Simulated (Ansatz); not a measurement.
Basis-set extrapolation for FH5OSi2, SMILES `O[SiH](F)[SiH3]` (PBE0-D4/def2-TZVP geometry, frozen core, Ansatz 0.2.0). Multiplicity 1, RHF reference.

|  | def2-TZVPP | def2-QZVPP |
| --- | --- | --- |
| HF | -755.296803 | -755.323933 |
| MP2 correlation | -0.737410 | -0.801072 |
| CCSD(T) correlation | -0.799660 | not run |

Energies in hartree. Use E(X) = E(∞) + A·exp(−7.88·√X) for Hartree–Fock and E(X) = E(∞) + B·X^(−2.97) for correlation, with X = 3 and 4, and add CCSD(T) minus MP2 of the smaller set to the MP2 limit.

Problem. What is the CCSD(T) energy at the basis-set limit?

Solution. HF limit: -755.323933 + (-0.027130) × 0.13774 = -755.32767. MP2 limit: -0.801072 + (-0.063662) × 0.74074 = -0.84823. Higher-order term: -0.799660 − (-0.737410) = -0.06225. Total: -756.23815 hartree, 88.9 kcal/mol below CCSD(T)/def2-TZVPP.
